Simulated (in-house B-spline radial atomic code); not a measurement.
**Zn5+: [Ar] 3d7 (with a hole in an inner shell)**

Method: Dirac-Hartree-Fock, average of configuration, Fermi nucleus of rms radius 3.9283 fm. Calculated with a B-spline radial code for spherical atoms.

Effective charges: Z_r = [3n² - l(l+1)]/(2<r>) from the radius, Z_e = n√(-2ε) from the energy, and Slater's rules. Values are occupation-weighted means over j.

```tsv
shell	electrons	ε (eV)	<r> (bohr)	Z_r	Z_e	Slater
1s	2	-9831.5	0.05028	29.83	26.88	29.70
2s	2	-1332.3	0.2249	26.67	19.79	25.85
2p	6	-1163.5	0.1979	25.26	18.49	25.85
3s	2	-249.64	0.6641	20.33	12.85	18.75
3p	6	-195.9	0.6862	18.22	11.38	18.75
3d	7	-112.79	0.7306	14.37	8.64	9.90
```

The least bound orbital is 3d5/2 at -112.6 eV, and it is also the most diffuse (<r> = 0.7319 bohr).

Spin-orbit splittings of the orbital energies (j = l + 1/2 above j = l - 1/2 when positive): 2p 24.15 eV, 3p 3.466 eV, 3d 0.4735 eV.

For the 1s electron the small component carries 1.17 % of the norm, the zero-frequency Breit interaction raises the level by 13.19 eV, self-energy by 6.727 eV, and vacuum polarisation lowers it by 0.6236 eV.

The density falls to 0.001 bohr⁻³ at 2.208 bohr; Σ<r²> = 9.3044 bohr² gives, by the non-relativistic formula and without the paramagnetism of open shells, a Langevin diamagnetic susceptibility of -7.369×10⁻⁶ cm³/mol.
